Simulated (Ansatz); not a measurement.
Computed with Ansatz on PBE0-D4/def2-TZVP structures; ΔE is electronic, products minus reactants. CBS: MP2 limit from def2 TZ/QZ plus the TZ coupled-cluster correction, frozen cores. This one scheme is used for every species. DFT in def2-TZVPP. B3LYP here is the variant with VWN-RPA as its local correlation; programs differ in this. HSE06 is defined as in plane-wave codes. Each species was taken in one conformer, which may not be the lowest.

`[SiH3][SiH2]SS` + H–F → `F[SiH2]SS` + SiH₄  (cleavage of the Si–Si bond)

```tsv
level	ΔE (kJ/mol)	difference from CCSD(T)/CBS
PBE-D4	-113.6	18.3
revPBE-D4	-111.5	20.4
BLYP-D4	-131.1	0.8
PBE0-D4	-117.8	14.1
B3LYP-D4	-134.2	-2.3
r2SCAN0-D4	-133.5	-1.6
HSE06-D4	-117.3	14.6
CAM-B3LYP-D4	-143.9	-12.0
PBE	-118.8	13.1
BLYP	-140.4	-8.5
PBE0	-122.6	9.3
r2SCANh	-135.4	-3.5
HSE06	-122.1	9.8
BHLYP	-150.6	-18.7
LC-ωPBE	-132.8	-0.9
HF/def2-QZVPP	-162.1	-30.2
CCSD(T)/CBS	-131.9	0
```

Largest T1 diagnostic among the species: 0.013.

The D4 term adds +8.3 kJ/mol with B3LYP and +4.9 kJ/mol with PBE0; it sums over pairs of atoms, weighted by their polarisabilities, and B3LYP, whose exchange is more repulsive, gets the larger term. From BLYP to BHLYP (50 % exact exchange), in def2-TZVPP and without D4, ΔE moves by −10.2 kJ/mol.

CCSD(T)/CBS has its own doubt, a few kJ/mol and more with outer-core shells, so smaller differences from it don't rank the levels.
